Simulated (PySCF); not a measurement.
Pt⁺ (platinum, charge +1) across methods

[Xe] 4f14 5d8 6p1, one real determinant (an excited configuration). All numbers are calculated (PySCF 2.14, scalar relativity through the core potential, in aug-cc-pwCVTZ-PP with ECP60MDF).

| method | E (hartree) | mean ε 5d α (eV) | mean ε 5d β (eV) | mean ε 6p α (eV) | Σ⟨r²⟩ (bohr²) | ⟨S²⟩ |
| --- | --- | --- | --- | --- | --- | --- |
| revPBE | -118.8489 | -18.664 | -17.362 | -8.651 | 47.79 | 3.751 |
| PBE0 | -118.7627 | -20.481 | -19.061 | -9.263 | 47.79 | 3.751 |
| LDA | -118.5438 | -18.863 | -17.502 | -8.811 | 47.78 | 3.750 |
| PBEsol | -118.6295 | -18.708 | -17.345 | -8.707 | 47.72 | 3.751 |
| UHF | -117.99830 | -24.952 | -23.136 | -10.469 | 48.78 | 3.753 |
| PBE | -118.7952 | -18.717 | -17.399 | -8.689 | 47.80 | 3.751 |
| HSE06 | -118.7609 | -20.064 | -18.654 | -8.896 | 47.84 | 3.751 |

Question: Estimate the same row for r2SCAN.

Answer: E (hartree) = -118.8120; mean ε 5d α (eV) = -19.073; mean ε 5d β (eV) = -17.640; mean ε 6p α (eV) = -8.830; Σ⟨r²⟩ (bohr²) = 47.47; ⟨S²⟩ = 3.752.

⟨L²⟩ = 14.02 against 20 for a pure G term, so this real determinant mixes terms. Energies and moments cover only the electrons outside the core potential. Spin-orbit coupling, absent here, splits the open shell strongly.
